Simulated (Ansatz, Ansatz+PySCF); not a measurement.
```json
{"atom": "O", "x (Å)": "0.0246", "y (Å)": "-0.0069", "z (Å)": "0.0718"}
{"atom": "O", "x (Å)": "-0.7447", "y (Å)": "0.7961", "z (Å)": "0.1038"}
{"atom": "O", "x (Å)": "3.4167", "y (Å)": "0.1946", "z (Å)": "0.2233"}
{"atom": "H", "x (Å)": "3.5239", "y (Å)": "0.7008", "z (Å)": "1.0108"}
{"atom": "H", "x (Å)": "4.3097", "y (Å)": "0.1894", "z (Å)": "-0.1933"}
```

Basis set: def2-SVP (spherical functions). Correlated methods keep 3 orbitals frozen. Charge 0, multiplicity 3.

Computed with Ansatz (development build ahead of 0.2.0); each method stands on the lowest determinant of its kind that the runs found.

The atomization energy at this shape (free ground-state atoms in the same class of orbitals less the molecule, no zero-point energy) of triplet H₂O₃:

| method | atomization energy |
| --- | --- |
| UHF-MP2 | 13.98 eV |
| UHF | 7.97 eV |

Task: What does PBE0 (unrestricted) give?

Result: 14.72 eV. Caution: the shape is not the minimum.
